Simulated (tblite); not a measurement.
C7H12OS.
Atom-mapped SMILES: `[CH2:1]=[C:2]([CH3:3])[CH2:4][O:5][C@H:6]1[CH2:7][CH2:8][S:9]1` (hydrogens: H10, H11 on C1; H12, H13, H14 on C3; H15, H16 on C4; H17 on C6; H18, H19 on C7; H20, H21 on C8)

Structure used (GFN2-xTB), in Å, numbered top down from 1:
```
atom  x, y, z in Å
C1    -3.1086   -1.1553   -0.3663
C2    -2.1303   -0.4051    0.1123
C3    -2.3321    0.9720    0.6587
C4    -0.7086   -0.8945    0.1563
O5     0.1391    0.0550   -0.4721
C6     1.4699   -0.2334   -0.3563
C7     2.3735    0.8707   -0.9023
C8     3.2667    1.0018    0.3294
S9     2.1828   -0.0511    1.3642
H10   -2.9334   -2.1427   -0.7585
H11   -4.1288   -0.8116   -0.3772
H12   -2.0437    1.0029    1.7088
H13   -1.6936    1.6701    0.1207
H14   -3.3682    1.2839    0.5637
H15   -0.6088   -1.8699   -0.3405
H16   -0.3837   -1.0064    1.2049
H17    1.7108   -1.2456   -0.7103
H18    2.8952    0.6083   -1.8215
H19    1.7767    1.7656   -1.0733
H20    4.2455    0.5384    0.2234
H21    3.3707    2.0048    0.7353
```

Calculated harmonic vibrations of the isolated species, GFN2-xTB (tblite), most abundant isotopes, no scaling. The method is semi-empirical: single wavenumbers can be off by several per cent or more. One conformer, not necessarily the lowest.

Harmonic wavenumbers (cm⁻¹): 31.0, 38.2, 64.8, 107.8, 126.8, 144.2, 240.8, 345.0, 374.9, 418.8, 448.1, 522.5, 560.1, 674.9, 705.5, 755.6, 814.8, 880.4, 898.3, 924.2, 949.3, 977.1, 994.3, 1035.2, 1043.9, 1054.7, 1059.8, 1108.0, 1116.6, 1169.6, 1195.7, 1205.5, 1215.7, 1259.9, 1276.1, 1300.7, 1338.5, 1391.6, 1420.7, 1447.3, 1462.9, 1467.8, 1470.3, 1480.3, 1735.3, 2832.3, 2851.8, 2887.0, 2994.2, 3005.0, 3009.2, 3013.6, 3021.4, 3031.1, 3053.0, 3105.8, 3130.7.

A = 3324, B = 654.9, C = 641.8 MHz; mass 144.061 u (most abundant isotopes); point group C1, symmetry number 1.

Question: What is the zero-point energy?

Answer: Half the sum of the wavenumbers: 38094 cm⁻¹ = 455.71 kJ/mol.

Question: Give the ideal-gas entropy at 500 K and 1 bar in the rigid-rotor, harmonic-oscillator model (classical rotation).

Answer: Translation 181.59, rotation 131.22, vibration 232.05: S = 544.9 J/(mol K).

Question: And Cp and H(500 K) − H(0)?

Answer: Cp = 253.61 J/(mol K), of which vibrations give 220.35 (their classical limit is 57 R = 473.9); H(500 K) − H(0) = 72.89 kJ/mol without the zero-point energy, 56.26 from vibrations.

Question: Blend soft modes into free rotors: weight 1/[1 + (100 cm⁻¹/ν̃)⁴] for the oscillator and the rest for a rotor with moment μB/(μ + B), μ = h/(8π²ν), B = 10⁻⁴⁴ kg m². What vibrational entropy results?

Answer: 205.41 J/(mol K) in place of 232.05, which changes −T·S at 500 K by +13.32 kJ/mol.

Question: Which modes carry the vibrational entropy at 500 K?

Answer: 31.0 cm⁻¹: 28.41; 38.2 cm⁻¹: 26.68; 64.8 cm⁻¹: 22.29; 107.8 cm⁻¹: 18.08; 126.8 cm⁻¹: 16.74; 144.2 cm⁻¹: 15.69 J/(mol K); the other 51 give 104.16 together.

Hindered rotation and anharmonicity are outside this model. Other conformers, if any are populated, would add a mixing term that is left out. The structure is chiral; the term R ln 2 for an equal mix with its mirror image is left out.

The run took 0.9 s wall on one thread of an Arm Neoverse V1, no GPU, shared host. This covers the Hessian and the dipole derivatives.
